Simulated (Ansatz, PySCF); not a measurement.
Species: AlBr2, net charge -1, singlet state. 
Coordinates optimised at B3LYP-D3(BJ)/def2-TZVP (Ansatz, a first-principles code):
```xyz
3

Al    -0.8283    -0.7172    -0.8181
Br     0.0175     1.6428    -1.0335
Br     0.2901    -1.3764     1.3374
```
Charge -1, spin multiplicity 1.

Total electronic energies in hartree. Cores are frozen in the correlated levels unless marked. No spin-orbit coupling. Frozen are the shells of the preceding noble gas and the d and f shells that filled before the atom's block. Non-relativistic. CBS(X,Y): correlation extrapolated as X^-3; Hartree-Fock from the larger set. [CCSD(T)-MP2]/basis is that difference in the basis named.

The Hartree-Fock reference is unstable (checked in the largest basis), which strains HF and MP2. 

```
level                                                                 program  energy (Eh)
-------------------------------------------------------------  --------------  -----------
BLYP/def2-TZVPD                                                        Ansatz  -5390.99355
BP86-D3(BJ)/def2-TZVPD                                          PySCF + dftd3  -5391.51551
BP86/def2-TZVPD                                                         PySCF  -5391.50819
PBE0-D3(BJ)/def2-TZVPD                                         Ansatz + dftd3  -5390.23083
r2SCANh-D4/def2-TZVPD                                          Ansatz + dftd4  -5390.87569
r2SCAN0/def2-TZVPD                                                     Ansatz  -5390.87202
HSE06-D3(BJ)/def2-TZVPD                                        Ansatz + dftd3  -5390.23393
B2PLYP-D3(BJ)/def2-TZVPD                                       Ansatz + dftd3   (withheld)
MP2/def2-SVP                                                           Ansatz  -5386.50234
MP2/def2-SVPD                                                          Ansatz  -5386.54096
RI-MP2/def2-TZVPPD                                                     Ansatz  -5387.33035
CCSD/def2-TZVPPD                                                       Ansatz  -5387.36619
CCSD/def2-QZVPP                                                        Ansatz  -5387.50741
CCSD(T)/STO-3G                                                         Ansatz  -5328.36866
RI-MP2/CBS(def2-TZVPPD,def2-QZVPPD)+[CCSD(T)-MP2]/def2-TZVPPD          Ansatz   -5387.5613
```

Some entries are withheld; supply them.


- B2PLYP-D3(BJ)/def2-TZVPD, energy (Eh): -5389.98951
